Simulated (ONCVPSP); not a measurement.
Building the ONCV potential for K (Z = 19) (LDA (Perdew-Wang 92), scalar-relativistic).

The input file (ONCVPSP 4.0.1):

```
# ATOM AND REFERENCE CONFIGURATION
# atsym  z   nc   nv     iexc    psfile
  K 19.00    3    3  -001012      upf
#
#   n    l    f
    1    0    2.00
    2    0    2.00
    2    1    6.00
    3    0    2.00
    3    1    6.00
    4    0    0.50
#
# PSEUDOPOTENTIAL AND OPTIMIZATION
# lmax
    3
#
#   l,   rc,      ep,       ncon, nbas, qcut
    0    1.90    0.00    4    8    7.80
    1    1.80    0.00    4    7    7.60
    2    1.75    0.39    4    8    5.20
    3    2.00    0.37    4    8    6.20
#
# LOCAL POTENTIAL
# lloc, lpopt,  rc(5),   dvloc0
    2    5    1.75    0.00
#
# VANDERBILT-KLEINMAN-BYLANDER PROJECTORs
# l, nproj, debl
    0    2    2.30
    1    3    2.00
    2    0    3.70
    3    3    2.00
#
# MODEL CORE CHARGE
# icmod, fcfact, rcfact
    3    3.75    1.80
#
# LOG DERIVATIVE ANALYSIS
# epsh1, epsh2, depsh
   -3.00    5.00    0.02
#
# OUTPUT GRID
# rlmax, drl
    6.00    0.01
#
# TEST CONFIGURATIONS
# ncnf
    4
# nvcnf
#   n    l    f
    3
    3    0    2.00
    3    1    6.00
    4    0    1.00
#
    3
    3    0    2.00
    3    1    6.00
    4    0    0.00
#
    4
    3    0    2.00
    3    1    6.00
    4    0    0.00
    4    1    1.00
#
    4
    3    0    2.00
    3    1    6.00
    4    0    0.00
    3    2    1.00
#
```

Command:

```bash
oncvpsp.x < K.dat > K.out
```

Output (shortened: citation, most of the input echo, consistency checks and plot data are left out):

```
ONCVPSP  (Optimized Norm-Conservinng Vanderbilt PSeudopotential)
scalar-relativistic version 4.0.1

#   n    l    f        energy (Ha)
    1    0    2.00    -1.2915289E+02
    2    0    2.00    -1.3051459E+01
    2    1    6.00    -1.0397002E+01
    3    0    2.00    -1.3986769E+00
    3    1    6.00    -7.9751199E-01
    4    0    0.50    -1.6267638E-01

Reference configufation results
  iterations    23
  all-electron total energy (Ha)   -6.00495887D+02

Begin loop to  construct optimized pseudo wave functions
and semi-local pseudopoentials for all angular momenta

Calculating optimized projector #   1

 for l=   0

    Fraction of norm inside rc  0.897631
    Optimizing pswf for qcut=   7.81 a_B^-1,  ecut=  30.48 Ha
    Residual kinetic energy error=  1.30D-08 Ha

    Energy error per electron        Cutoff
         Ha          eV             Ha
         0.01000     0.27211       11.29
         0.00100     0.02721       16.24
         0.00010     0.00272       20.12
         0.00001     0.00027       23.33

Calculating optimized projector #   2

 for l=   0

    Fraction of norm inside rc  0.035283
    Optimizing pswf for qcut=   7.81 a_B^-1,  ecut=  30.48 Ha
    Residual kinetic energy error=  4.33D-09 Ha

    Energy error per electron        Cutoff
         Ha          eV             Ha
         0.01000     0.27211        2.85
         0.00100     0.02721       12.57
         0.00010     0.00272       17.60
         0.00001     0.00027       21.64

   Wellstate for l =  1  n =  5
     eigenvalue =   1.2025
     asymptotic potential =   1.7025
     half-point radius =  4.2439

   Wellstate for l =  1  n =  6
     eigenvalue =   3.2025
     asymptotic potential =   3.7025
     half-point radius =  3.7577

Calculating optimized projector #   1

 for l=   1

    Fraction of norm inside rc  0.769760
    Optimizing pswf for qcut=   7.59 a_B^-1,  ecut=  28.81 Ha
    Residual kinetic energy error=  2.24D-08 Ha

    Energy error per electron        Cutoff
         Ha          eV             Ha
         0.01000     0.27211        9.03
         0.00100     0.02721       12.46
         0.00010     0.00272       15.30
         0.00001     0.00027       17.85

Calculating optimized projector #   2

 for l=   1

    Fraction of norm inside rc  0.085677
    Optimizing pswf for qcut=   7.59 a_B^-1,  ecut=  28.81 Ha
    Residual kinetic energy error=  3.52D-07 Ha

    Energy error per electron        Cutoff
         Ha          eV             Ha
         0.01000     0.27211        8.44
         0.00100     0.02721       11.77
         0.00010     0.00272       14.47
         0.00001     0.00027       17.21

Calculating optimized projector #   3

 for l=   1

    Fraction of norm inside rc  0.105275
    Optimizing pswf for qcut=   7.59 a_B^-1,  ecut=  28.81 Ha
    Residual kinetic energy error=  3.08D-06 Ha

    Energy error per electron        Cutoff
         Ha          eV             Ha
         0.01000     0.27211        9.83
         0.00100     0.02721       13.39
         0.00010     0.00272       16.77
         0.00001     0.00027       26.05

WARNING wellstate: moderately localized bound state found for n= 3 l=  2
WARNING scattering state with energy  0.05000000
WARNING will be used for the first projector

   Wellstate for l =  2  n =  3
     eigenvalue =   0.0500
     asymptotic potential =   0.5500
     half-point radius =  3.3447

Calculating optimized projector #   1

 for l=   2

    Fraction of norm inside rc  0.482089
    Optimizing pswf for qcut=   5.20 a_B^-1,  ecut=  13.51 Ha
    Residual kinetic energy error=  1.37D-02 Ha

    Energy error per electron        Cutoff
         Ha          eV             Ha
         0.01000     0.27211       14.50
         0.00100     0.02721       65.72
         0.00010     0.00272       78.87
         0.00001     0.00027      104.49

   Wellstate for l =  3  n =  4
     eigenvalue =   0.3700
     asymptotic potential =   0.8700
     half-point radius =  6.3148

   Wellstate for l =  3  n =  5
     eigenvalue =   2.3700
     asymptotic potential =   2.8700
     half-point radius =  3.4420

   Wellstate for l =  3  n =  6
     eigenvalue =   4.3700
     asymptotic potential =   4.8700
     half-point radius =  3.3732

Calculating optimized projector #   1

 for l=   3

    Fraction of norm inside rc  0.011957
    Optimizing pswf for qcut=   6.21 a_B^-1,  ecut=  19.28 Ha
    Residual kinetic energy error=  3.37D-07 Ha

    Energy error per electron        Cutoff
         Ha          eV             Ha
         0.01000     0.27211        1.77
         0.00100     0.02721        4.58
         0.00010     0.00272        9.46
         0.00001     0.00027       13.94

Calculating optimized projector #   2

 for l=   3

    Fraction of norm inside rc  0.294297
    Optimizing pswf for qcut=   6.21 a_B^-1,  ecut=  19.28 Ha
    Residual kinetic energy error=  2.03D-04 Ha

    Energy error per electron        Cutoff
         Ha          eV             Ha
         0.01000     0.27211       12.33
         0.00100     0.02721       16.67
         0.00010     0.00272       20.74
         0.00001     0.00027       53.52

Calculating optimized projector #   3

 for l=   3

    Fraction of norm inside rc  0.180987
    Optimizing pswf for qcut=   6.21 a_B^-1,  ecut=  19.28 Ha
    Residual kinetic energy error=  3.21D-03 Ha

    Energy error per electron        Cutoff
         Ha          eV             Ha
         0.01000     0.27211       16.83
         0.00100     0.02721       21.23
         0.00010     0.00272       33.42
         0.00001     0.00027       59.99

Construct Vanderbilt / Kleinmman-Bylander projectors

B matrix Hermiticity error, ll=   0
   1   2    4.8619E-05

  Orthonormal projector coefficients -6.1729E+00  3.6142E+00

B matrix Hermiticity error, ll=   1
   1   2   -1.1665E-04
   1   3    1.9182E-04
   2   3    7.2204E-05

  Orthonormal projector coefficients  4.1511E+00  1.9698E+00 -8.5087E-01

B matrix Hermiticity error, ll=   3
   1   2    1.4205E-05
   1   3   -2.0276E-05
   2   3    9.8551E-05

  Orthonormal projector coefficients -2.8355E+00 -1.1821E+00  9.5665E-01

Model core correction analysis
  based on d2Exc/dn_idn_j

d2excae - all-electron derivatives

   -3.561784D-02   -3.180679D-02   -2.532020D-03
   -3.180717D-02   -2.989914D-02   -4.193082D-03
   -2.530614D-03   -4.185166D-03   -5.591480D-02

d2excps - pseudofunction derivatives with no core correction

   -4.016041D-02   -3.524672D-02   -2.883855D-03
   -3.524735D-02   -3.274649D-02   -4.432032D-03
   -2.882528D-03   -4.424141D-03   -5.594315D-02

rms 2nd derivative error    2.421499E-03

rmatch, rhocmatch    0.6745    7.0800

Teter function model core charge with specified parameters

d2excps - pseudofunction derivatives with core correction

   -3.103438D-02   -2.854291D-02   -2.313046D-03
   -2.854293D-02   -2.758503D-02   -4.028068D-03
   -2.311584D-03   -4.020127D-03   -5.590455D-02

rms 2nd derivative error    2.305114E-03

Pseudoatom total energy  -28.593860

Diagnostic tests using Vanderbilt-Kleinman-Bylander pseudopotentials
  1 or more projectors used as specified by nproj input data

   l    rcore       rmatch      e in        delta e   norm test  slope test

   0   1.9100218   1.9680142  -1.3986769  -0.0000010   1.0001480   1.0001472
   0   1.9100218   1.9680142  -0.1626764   0.0000009   1.0000107   1.0000100

   1   1.8099080   1.8648607  -0.7975120  -0.0000028   1.0000679   1.0000774
   1   1.8099080   1.8648607   1.2024880   0.0000174   1.0001732   1.0001732
   1   1.8099080   1.8648607   3.2024880   0.0000643   1.0002115   1.0002115

   2   1.7565746   1.8099080   0.0500000   0.0000010   1.0000007   1.0000007

   3   2.0036515   2.0644867   0.3700000   0.0000105   1.0000403   1.0000403
   3   2.0036515   2.0644867   2.3700000   0.0000197   1.0000983   1.0000983
   3   2.0036515   2.0644867   4.3700000   0.0000206   1.0001541   1.0001541

 Testing for bound ghosts
   n   l    E NL Schr. Eq   E Basis Diag.   E Cutoff

   1   0       -1.398678       -1.398464     72.20
   2   0       -0.162675       -0.075028     72.20

   2   1       -0.797515       -0.797189     92.42

 Testing for highly-localized positive-energy ghosts
       l    <radius>/rc     E Basis Diag.   E Cutoff

       0        0.739154        0.834819     72.20  WARNING - GHOST(+)

Test configuration 0

   n   l     f        eae           eps        diff
   1   0  2.0000 -129.15289066
   2   0  2.0000  -13.05145916
   2   1  6.0000  -10.39700215
   3   0  2.0000   -1.39867694   -1.39867791   -9.69D-07
   3   1  6.0000   -0.79751199   -0.79751481   -2.81D-06
   4   0  0.5000   -0.16267638   -0.16267544    9.46D-07

    Total energies and differences
      AE_ref= -6.00495887D+02  AE_tst= -6.00495887D+02  dif=  0.00D+00
      PS_ref= -2.85938597D+01  PS_tst= -2.85938597D+01  dif= -3.55D-15
      PSP excitation error=  3.55D-15

Test configuration 1

   n   l     f        eae           eps        diff
   1   0  2.0000 -129.04637694
   2   0  2.0000  -12.94506601
   2   1  6.0000  -10.29061733
   3   0  2.0000   -1.29290702   -1.29290662    4.01D-07
   3   1  6.0000   -0.69231739   -0.69233181   -1.44D-05
   4   0  1.0000   -0.08921936   -0.08922166   -2.30D-06

    Total energies and differences
      AE_ref= -6.00495887D+02  AE_tst= -6.00558670D+02  dif= -6.28D-02
      PS_ref= -2.85938597D+01  PS_tst= -2.86566438D+01  dif= -6.28D-02
      PSP excitation error=  1.57D-06

Test configuration 2

   n   l     f        eae           eps        diff
   1   0  2.0000 -129.27520465
   2   0  2.0000  -13.17362436
   2   1  6.0000  -10.51914443
   3   0  2.0000   -1.51994883   -1.51998699   -3.82D-05
   3   1  6.0000   -0.91772414   -0.91773690   -1.28D-05

    Total energies and differences
      AE_ref= -6.00495887D+02  AE_tst= -6.00396832D+02  dif=  9.91D-02
      PS_ref= -2.85938597D+01  PS_tst= -2.84948036D+01  dif=  9.91D-02
      PSP excitation error= -1.24D-06

Test configuration 3

   n   l     f        eae           eps        diff
   1   0  2.0000 -129.10174398
   2   0  2.0000  -13.00064231
   2   1  6.0000  -10.34610204
   3   0  2.0000   -1.34818314   -1.34820688   -2.37D-05
   3   1  6.0000   -0.74668297   -0.74669874   -1.58D-05
   4   1  1.0000   -0.05181493   -0.05181458    3.54D-07

    Total energies and differences
      AE_ref= -6.00495887D+02  AE_tst= -6.00498833D+02  dif= -2.95D-03
      PS_ref= -2.85938597D+01  PS_tst= -2.85968063D+01  dif= -2.95D-03
      PSP excitation error=  1.07D-06

Test configuration 4

   n   l     f        eae           eps        diff
   1   0  2.0000 -129.10126543
   2   0  2.0000  -12.99581816
   2   1  6.0000  -10.34175266
   3   0  2.0000   -1.34272810   -1.34321508   -4.87D-04
   3   1  6.0000   -0.74233286   -0.74267370   -3.41D-04
   3   2  1.0000   -0.02304191   -0.02305633   -1.44D-05

    Total energies and differences
      AE_ref= -6.00495887D+02  AE_tst= -6.00466383D+02  dif=  2.95D-02
      PS_ref= -2.85938597D+01  PS_tst= -2.85642609D+01  dif=  2.96D-02
      PSP excitation error= -9.48D-05
```

The run took about 3.5 s on one core of a shared server CPU.
